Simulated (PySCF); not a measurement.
SMILES C=Cc1ccc(CC)s1, GFN2-xTB optimised geometry. Atoms within 1.6 Å of the plane z = 1.2 Å (x, y, z in Å): C1 (-2.29, -2.17, -0.01), C2 (-0.97, -2.22, 0.00), C3 (-0.09, -1.07, 0.00), C4 (1.27, -1.07, 0.00), C5 (1.84, 0.22, 0.00), C6 (0.90, 1.21, 0.00), C7 (1.12, 2.69, 0.03), C8 (0.81, 3.26, 1.42), S9 (-0.70, 0.56, 0.00), H10 (-2.82, -1.23, -0.01), H11 (-2.89, -3.06, -0.01), H12 (-0.45, -3.17, 0.00), H13 (1.86, -1.98, 0.00), H14 (2.89, 0.41, 0.00), H16 (2.16, 2.90, -0.23), H17 (-0.22, 3.06, 1.69), H18 (1.46, 2.80, 2.17), H19 (0.98, 4.33, 1.43).

Method: PySCF with PBE0/def2-SVP. Cells within 0.4 Å of a nucleus heavier than hydrogen are left out (blank, or x).

Map of the log10 of the electron density (e/bohr³), floored at −4 on the plane z = 1.2 Å:

```
|0000000000002333200000000|
|0000000000024565420000000|
|0000000000135787531000000|
|0000000001356898641000000|
|0000000002568998642000000|
|00000000135799x9753100000|
|0000000013578998753100000|
|0000000013456777642100000|
|0000000134555666532100000|
|0000000345666666543210000|
|0000001356776666654320000|
|0000001356776566665421000|
|0000001346666556665320000|
|0000123345666556654310000|
|0000234444566666643200000|
|0001345555566666543100000|
|0001345666665555542100000|
|0001345666655444432000000|
|0001345555554322221000000|
|0001244444444211100000000|
|0000133333333100000000000|
|0000011111221000000000000|
|0000000000000000000000000|
|0000000000000000000000000|
|0000000000000000000000000|
```
Scale: ten equal steps from -4.00 (start of '0') to -0.581 (end of '9'), in the order '0123456789'; x runs from -5.50 to 5.50, y from -5.50 (bottom) to 5.50 (top).
